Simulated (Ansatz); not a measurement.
Program: Ansatz. Geometries: PBE0-D4/def2-TZVP. ΔE: electronic, gas phase. CCSD(T)/CBS adds triple-zeta CCSD(T) − MP2 to the extrapolated MP2 energy (def2 sets, frozen cores). This one scheme is used for every species. Functionals use def2-TZVPP. B3LYP here is the variant with VWN-RPA as its local correlation; programs differ in this. Each species was taken in one conformer, which may not be the lowest.

Consider the formal exchange of groups at a B–S bond: `O[SiH2]SBF` + `[NH2][AlH2]` → `[NH2][AlH][BH]F` + `O[SiH2]S`.

(1) Is it downhill or uphill in electronic energy at CCSD(T)/CBS, and by how much? (An estimate is asked.)

(2) What do these levels give: PBE-D4, PBE0-D4, B3LYP-D4, r2SCAN, B3LYP, SCS-MP2/def2-TZVPP, CCSD/def2-TZVPP, CCSD(T)/def2-TZVPP, HF/def2-QZVPP, MP2/def2-QZVPP, HF/CBS(def2), MP2/CBS(def2)? (Best estimate.)

Largest T1 diagnostic among the species: 0.014.

## Answers

(1) The calculation gave: Uphill: ΔE = +118.2 kJ/mol.

(2) Ansatz gave: PBE-D4 117.1, PBE0-D4 119.3, B3LYP-D4 119.3, r2SCAN 125.3, B3LYP 115.1, SCS-MP2/def2-TZVPP 123.2, CCSD/def2-TZVPP 116.0, CCSD(T)/def2-TZVPP 118.4, HF/def2-QZVPP 116.5, MP2/def2-QZVPP 129.0, HF/CBS(def2) 116.4, MP2/CBS(def2) 129.1 kJ/mol.

The D4 term adds +4.2 kJ/mol with B3LYP and +2.1 kJ/mol with PBE0; it sums over pairs of atoms, weighted by their polarisabilities, and B3LYP, whose exchange is more repulsive, gets the larger term.
